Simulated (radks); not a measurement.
Fe17+, 9 electrons, occupied as [He] 2s2 2p4.5 3d0.5 (fractional occupations, a model configuration). Calculated with a radial shooting solver on a logarithmic mesh with Libxc functionals: scalar-relativistic Kohn-Sham, LDA (Slater exchange, Perdew-Wang correlation), spin-polarised, spherical densities, point nucleus; open shells are filled with parallel spins first.

Local quantities along the radius. ELF = 1/(1 + alpha^2) is the electron localisation function; alpha = (tau - tau_W)/tau_unif compares the Pauli kinetic energy density with that of the uniform gas (summed over spins); 4 pi r^2 rho is in e/bohr; s = |grad rho|/(2 (3 pi^2)^(1/3) rho^(4/3)) is the reduced gradient. tau is taken from the large components.

r (bohr)	ELF	alpha	4 pi r^2 rho	s
0.003731	1.000	0.01271	1.871	0.4529
0.00463	1.000	0.01338	2.728	0.4470
0.005747	1.000	0.01435	3.934	0.4452
0.00719	1.000	0.01580	5.667	0.4476
0.008923	1.000	0.01782	7.915	0.4542
0.01107	1.000	0.02075	10.82	0.4656
0.01374	0.999	0.02513	14.40	0.4825
0.0172	0.999	0.03226	18.70	0.5073
0.02134	0.998	0.04363	23.07	0.5401
0.02649	0.996	0.06345	27.08	0.5839
0.03314	0.990	0.1026	29.98	0.6438
0.04113	0.969	0.1803	30.74	0.7170
0.05104	0.891	0.3496	29.14	0.7991
0.06335	0.661	0.7165	25.73	0.8592
0.07925	0.346	1.373	22.05	0.8114
0.09836	0.238	1.787	20.51	0.5948
0.1221	0.344	1.382	22.08	0.3745
0.1515	0.606	0.8061	25.51	0.3337
0.1895	0.796	0.5057	27.49	0.4368
0.2352	0.851	0.4186	24.86	0.6167
0.292	0.817	0.4732	17.93	0.8869
0.3624	0.613	0.7947	9.984	1.301
0.4533	0.192	2.051	4.215	1.898
0.5626	0.042	4.747	1.655	2.387
0.6983	0.021	6.853	0.7020	2.801
0.8736	0.010	9.863	0.2670	4.290
1.084	0.003	19.77	0.07125	8.251
1.346	0.000	60.73	0.01055	19.33
1.67	0.000	309.9	0.0007365	57.28

On this mesh the ELF has minima near r = 0.098 bohr, which separate the shells, and maxima near 0.24 (0.85).
